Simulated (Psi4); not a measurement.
Conformational energy of C₂H₆BF₃Si, SMILES [Si](F)(F)(F)CCB. Scanned: dihedral B1–C2–C3–Si4; all other coordinates were relaxed at GFN2-xTB. Points at φ and −φ are mirror images. Heavy atoms are numbered in the order of the SMILES BCC[Si](F)(F)F, hydrogens after them in the order of the atoms that carry them; the mirror image has the same energies with the sign of each dihedral reversed.

Levels: PBE/def2-TZVP // GFN2-xTB (Psi4); PBE-D3(BJ)/def2-TZVP // GFN2-xTB (Psi4); B3LYP/def2-TZVP // GFN2-xTB (Psi4); MP2/cc-pVTZ = DF-MP2 (frozen core)/cc-pVTZ // GFN2-xTB (Psi4).

Energies relative to the lowest point of each profile, in kJ/mol; the last columns give the difference from MP2:

```json
[
 {"φ / °": "-160", "PBE/def2-TZVP": "0.7", "PBE-D3(BJ)/def2-TZVP": "0.7", "B3LYP/def2-TZVP": "0.9", "MP2/cc-pVTZ": "1.2", "PBE/def2-TZVP − MP2/cc-pVTZ": "-0.6", "PBE-D3(BJ)/def2-TZVP − MP2/cc-pVTZ": "-0.6", "B3LYP/def2-TZVP − MP2/cc-pVTZ": "-0.3"},
 {"φ / °": "-140", "PBE/def2-TZVP": "3.8", "PBE-D3(BJ)/def2-TZVP": "3.7", "B3LYP/def2-TZVP": "4.5", "MP2/cc-pVTZ": "5.2", "PBE/def2-TZVP − MP2/cc-pVTZ": "-1.5", "PBE-D3(BJ)/def2-TZVP − MP2/cc-pVTZ": "-1.5", "B3LYP/def2-TZVP − MP2/cc-pVTZ": "-0.7"},
 {"φ / °": "-120", "PBE/def2-TZVP": "7.0", "PBE-D3(BJ)/def2-TZVP": "6.9", "B3LYP/def2-TZVP": "7.7", "MP2/cc-pVTZ": "8.8", "PBE/def2-TZVP − MP2/cc-pVTZ": "-1.8", "PBE-D3(BJ)/def2-TZVP − MP2/cc-pVTZ": "-1.8", "B3LYP/def2-TZVP − MP2/cc-pVTZ": "-1.1"},
 {"φ / °": "-100", "PBE/def2-TZVP": "4.1", "PBE-D3(BJ)/def2-TZVP": "3.8", "B3LYP/def2-TZVP": "4.7", "MP2/cc-pVTZ": "4.7", "PBE/def2-TZVP − MP2/cc-pVTZ": "-0.6", "PBE-D3(BJ)/def2-TZVP − MP2/cc-pVTZ": "-0.9", "B3LYP/def2-TZVP − MP2/cc-pVTZ": "0.0"},
 {"φ / °": "-80", "PBE/def2-TZVP": "1.6", "PBE-D3(BJ)/def2-TZVP": "0.9", "B3LYP/def2-TZVP": "2.1", "MP2/cc-pVTZ": "1.0", "PBE/def2-TZVP − MP2/cc-pVTZ": "0.6", "PBE-D3(BJ)/def2-TZVP − MP2/cc-pVTZ": "-0.1", "B3LYP/def2-TZVP − MP2/cc-pVTZ": "1.1"},
 {"φ / °": "-60", "PBE/def2-TZVP": "4.0", "PBE-D3(BJ)/def2-TZVP": "2.9", "B3LYP/def2-TZVP": "4.8", "MP2/cc-pVTZ": "3.3", "PBE/def2-TZVP − MP2/cc-pVTZ": "0.7", "PBE-D3(BJ)/def2-TZVP − MP2/cc-pVTZ": "-0.4", "B3LYP/def2-TZVP − MP2/cc-pVTZ": "1.5"},
 {"φ / °": "-40", "PBE/def2-TZVP": "4.5", "PBE-D3(BJ)/def2-TZVP": "3.3", "B3LYP/def2-TZVP": "6.0", "MP2/cc-pVTZ": "4.4", "PBE/def2-TZVP − MP2/cc-pVTZ": "0.0", "PBE-D3(BJ)/def2-TZVP − MP2/cc-pVTZ": "-1.2", "B3LYP/def2-TZVP − MP2/cc-pVTZ": "1.5"},
 {"φ / °": "-20", "PBE/def2-TZVP": "7.5", "PBE-D3(BJ)/def2-TZVP": "6.4", "B3LYP/def2-TZVP": "9.5", "MP2/cc-pVTZ": "8.8", "PBE/def2-TZVP − MP2/cc-pVTZ": "-1.4", "PBE-D3(BJ)/def2-TZVP − MP2/cc-pVTZ": "-2.4", "B3LYP/def2-TZVP − MP2/cc-pVTZ": "0.7"},
 {"φ / °": "0", "PBE/def2-TZVP": "11.3", "PBE-D3(BJ)/def2-TZVP": "10.3", "B3LYP/def2-TZVP": "13.4", "MP2/cc-pVTZ": "13.3", "PBE/def2-TZVP − MP2/cc-pVTZ": "-2.0", "PBE-D3(BJ)/def2-TZVP − MP2/cc-pVTZ": "-3.0", "B3LYP/def2-TZVP − MP2/cc-pVTZ": "0.1"},
 {"φ / °": "20", "PBE/def2-TZVP": "7.5", "PBE-D3(BJ)/def2-TZVP": "6.4", "B3LYP/def2-TZVP": "9.5", "MP2/cc-pVTZ": "8.8", "PBE/def2-TZVP − MP2/cc-pVTZ": "-1.4", "PBE-D3(BJ)/def2-TZVP − MP2/cc-pVTZ": "-2.4", "B3LYP/def2-TZVP − MP2/cc-pVTZ": "0.7"},
 {"φ / °": "40", "PBE/def2-TZVP": "4.5", "PBE-D3(BJ)/def2-TZVP": "3.3", "B3LYP/def2-TZVP": "6.0", "MP2/cc-pVTZ": "4.4", "PBE/def2-TZVP − MP2/cc-pVTZ": "0.0", "PBE-D3(BJ)/def2-TZVP − MP2/cc-pVTZ": "-1.2", "B3LYP/def2-TZVP − MP2/cc-pVTZ": "1.5"},
 {"φ / °": "60", "PBE/def2-TZVP": "4.0", "PBE-D3(BJ)/def2-TZVP": "2.9", "B3LYP/def2-TZVP": "4.8", "MP2/cc-pVTZ": "3.3", "PBE/def2-TZVP − MP2/cc-pVTZ": "0.7", "PBE-D3(BJ)/def2-TZVP − MP2/cc-pVTZ": "-0.4", "B3LYP/def2-TZVP − MP2/cc-pVTZ": "1.5"},
 {"φ / °": "80", "PBE/def2-TZVP": "1.6", "PBE-D3(BJ)/def2-TZVP": "0.9", "B3LYP/def2-TZVP": "2.1", "MP2/cc-pVTZ": "1.0", "PBE/def2-TZVP − MP2/cc-pVTZ": "0.6", "PBE-D3(BJ)/def2-TZVP − MP2/cc-pVTZ": "-0.1", "B3LYP/def2-TZVP − MP2/cc-pVTZ": "1.1"},
 {"φ / °": "100", "PBE/def2-TZVP": "4.1", "PBE-D3(BJ)/def2-TZVP": "3.8", "B3LYP/def2-TZVP": "4.7", "MP2/cc-pVTZ": "4.7", "PBE/def2-TZVP − MP2/cc-pVTZ": "-0.6", "PBE-D3(BJ)/def2-TZVP − MP2/cc-pVTZ": "-0.9", "B3LYP/def2-TZVP − MP2/cc-pVTZ": "0.0"},
 {"φ / °": "120", "PBE/def2-TZVP": "7.0", "PBE-D3(BJ)/def2-TZVP": "6.9", "B3LYP/def2-TZVP": "7.7", "MP2/cc-pVTZ": "8.8", "PBE/def2-TZVP − MP2/cc-pVTZ": "-1.8", "PBE-D3(BJ)/def2-TZVP − MP2/cc-pVTZ": "-1.8", "B3LYP/def2-TZVP − MP2/cc-pVTZ": "-1.1"},
 {"φ / °": "140", "PBE/def2-TZVP": "3.8", "PBE-D3(BJ)/def2-TZVP": "3.7", "B3LYP/def2-TZVP": "4.5", "MP2/cc-pVTZ": "5.2", "PBE/def2-TZVP − MP2/cc-pVTZ": "-1.5", "PBE-D3(BJ)/def2-TZVP − MP2/cc-pVTZ": "-1.5", "B3LYP/def2-TZVP − MP2/cc-pVTZ": "-0.7"},
 {"φ / °": "160", "PBE/def2-TZVP": "0.7", "PBE-D3(BJ)/def2-TZVP": "0.7", "B3LYP/def2-TZVP": "0.9", "MP2/cc-pVTZ": "1.2", "PBE/def2-TZVP − MP2/cc-pVTZ": "-0.6", "PBE-D3(BJ)/def2-TZVP − MP2/cc-pVTZ": "-0.6", "B3LYP/def2-TZVP − MP2/cc-pVTZ": "-0.3"},
 {"φ / °": "180", "PBE/def2-TZVP": "0.0", "PBE-D3(BJ)/def2-TZVP": "0.0", "B3LYP/def2-TZVP": "0.0", "MP2/cc-pVTZ": "0.0", "PBE/def2-TZVP − MP2/cc-pVTZ": "0.0", "PBE-D3(BJ)/def2-TZVP − MP2/cc-pVTZ": "0.0", "B3LYP/def2-TZVP − MP2/cc-pVTZ": "0.0"}
]
```

PBE/def2-TZVP is furthest from MP2/cc-pVTZ at 0 (-2.0 kJ/mol, below); its mean absolute difference over the points is 0.9 kJ/mol.

PBE-D3(BJ)/def2-TZVP is furthest from MP2/cc-pVTZ at 0 (-3.0 kJ/mol, below); its mean absolute difference over the points is 1.1 kJ/mol.

B3LYP/def2-TZVP is furthest from MP2/cc-pVTZ at -40 (1.5 kJ/mol, above); its mean absolute difference over the points is 0.8 kJ/mol.
